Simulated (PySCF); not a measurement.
Work out the structure from these simulated measurements.

Formula: C3H4N2OSSi.

- UV, first state: lowest singlet excitation: 3.45 eV (360 nm, f = 0.001) [TDDFT wB97X-D/def2-SVPD]
- Rotational structure: rotational constants A, B, C: 2.450, 1.313, 0.864 GHz [GFN2-xTB]
- 13C NMR: chemical shifts (computed TMS as zero) by class: 186.7 (1 C), 167.7 (1 C), 163.6 (1 C) ppm [GIAO PBE0/pcSseg-1]
- Triplet: lowest triplet excitation (Tamm–Dancoff): 2.93 eV [TDA wB97X-D/def2-SVPD]
- UV, strongest line: among the 8 lowest singlet transitions: S4 at 5.38 eV (230 nm, f = 0.126) [TDDFT wB97X-D/def2-SVPD]
- 1H NMR: chemical shifts (computed TMS as zero) by class: 10.79 (1 H), 4.91 (3 H) ppm [GIAO PBE0/pcSseg-1]

Electronic properties: PySCF, gas phase, density fitting. Levels stand in brackets. One conformer (not necessarily the lowest) at the GFN2-xTB geometry, without solvent, vibrations or thermal averaging. NMR values are class means; diastereotopic atoms form classes of their own.

Q: What is the compound? Reason from the data.

A: Numbering: `[O:1]=[CH:2][c:3]1[s:4][n:5][n:6][c:7]1[SiH3:8]`. Its formula, C3H4N2OSSi, gives 4 degrees of unsaturation: 1 ring and 3 π bonds in the structure found (Kekulé form). 3 carbons fall into 3 classes; from least to most shielded: aldehyde carbon [C2] (186.7 ppm), substituted aromatic carbon [C3] (167.7 ppm), substituted aromatic carbon [C7] (163.6 ppm). Hydrogen classes from least to most shielded: 1 H on an aldehyde carbon, C2 (10.79 ppm), 3 H on an SiH3 silicon, Si8 (4.91 ppm). S1 is mainly HOMO→LUMO (weight 0.93); the largest Löwdin shares of the orbital it empties are 0.44 on a pyridine-type nitrogen, 0.30 on a pyridine-type nitrogen, 0.13 on the ring sulfur and 0.08 on a substituted aromatic carbon, of the orbital it fills 0.17 on the ring sulfur, 0.17 on the aldehyde oxygen, 0.16 on the aldehyde carbon and 0.15 on a pyridine-type nitrogen. The optimised geometry has point group Cs and is an asymmetric top. Structure: `O=Cc1snnc1[SiH3]`. The assignments are read from this structure; whether some other isomer fits the data as well wasn't checked.

The values belong to the conformer `[O:1]=[CH:2][c:3]1[s:4][n:5][n:6][c:7]1[SiH3:8]`: O1–C2–C3–S4 180°.
